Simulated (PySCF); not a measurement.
Computed IR spectrum (relative IR intensity) of a molecule C₃H₆N₂Si. Coordinates come from a B3LYP-D3(BJ)/def2-SVP optimisation. The values are those of a single conformer. These are B3LYP-D3(BJ)/def2-SVP run with PySCF 2.14.0 values and carry that method's errors. Frequencies are harmonic and unscaled.

Lines under 2 % of the strongest are left out, and lines within 2 cm⁻¹ are merged.

| ν (cm⁻¹) | relative intensity |
|---|---|
| 369 | 26 |
| 418 | 2.2 |
| 434 | 18 |
| 563 | 17 |
| 639 | 15 |
| 642 | 14 |
| 799 | 43 |
| 829 | 28 |
| 861 | 66 |
| 943 | 42 |
| 959 | 82 |
| 1000 | 34 |
| 1028 | 11 |
| 1363 | 35 |
| 1389 | 9.2 |
| 1712 | 18 |
| 2214 | 100 |
| 2217 | 96 |
| 3020 | 15 |
| 3031 | 82 |
| 3046 | 3.7 |

Task: Which molecule gave these data?
A. C1=NCN=C[SiH2]1
B. C[SiH]1N=CC=N1
C. CC1=NC=N[SiH2]1
D. C1=NC[SiH2]N=C1

Result: A, C1=NCN=C[SiH2]1
